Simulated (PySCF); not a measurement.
Orbital picture of ZnN

PBE0 at R = 2.042 Å; PySCF, spin-free X2C with a Gaussian nucleus, basis sets Zn x2c-TZVPPall, N x2c-TZVPPall. State: ⁴Σ⁻ (quartet), unpaired electrons σ ↑, π ↑↑. Only the outer orbitals are listed, counted within each symmetry.

| spin | orbital | occ. | ε (eV) | on Zn (%) | main shells (%) |
| --- | --- | --- | --- | --- | --- |
| α | 9σ | 1 | -9.68 | 30 | 68 N p, 25 Zn s |
| α | 4π | 1 | -9.33 | 4 | 96 N p |
| α | 4π | 1 | -9.33 | 4 | 96 N p |
| α | 10σ | 1 | -6.14 | 84 | 70 Zn s, 17 N p, 13 Zn p |
| α | 5π | 0 | 0.17 | 98 | 97 Zn p |
| α | 5π | 0 | 0.17 | 98 | 97 Zn p |
| α | 11σ | 0 | 2.45 | 108 | 79 Zn p, 18 Zn s, 10 Zn d |
| β | 9σ | 1 | -7.49 | 55 | 53 Zn s, 42 N p |
| β | 10σ | 0 | -2.63 | 64 | 50 Zn s, 38 N p, 13 Zn p |
| β | 4π | 0 | -2.38 | 19 | 81 N p, 17 Zn p |
| β | 4π | 0 | -2.38 | 19 | 81 N p, 17 Zn p |

Q: Which are the highest filled and the lowest empty level, where do they sit, and how wide is the gap?

A: Highest filled α 10σ at -6.14 eV (in %: 70 Zn s, 17 N p, 13 Zn p); lowest empty β 10σ at -2.63 eV (in %: 50 Zn s, 38 N p, 13 Zn p); the gap at PBE0 is 3.51 eV.

```json
{
  "bond order (Mayer)": "0.76",
  "⟨S²⟩": "3.769",
  "charge on Zn (Mulliken, basis-dependent)": "0.22",
  "charge on Zn (Löwdin, basis-dependent)": "0.16",
  "dipole moment (positive dipole means Zn(−)N(+))": "-1.39 D",
  "polarisability along the bond": "58.4 bohr³",
  "polarisability across the bond": "31.3 bohr³"
}
```

Shares are Mulliken populations and can fall outside 0 to 100 %.

The state was picked by a PBE0 search and need not be the measured ground state.
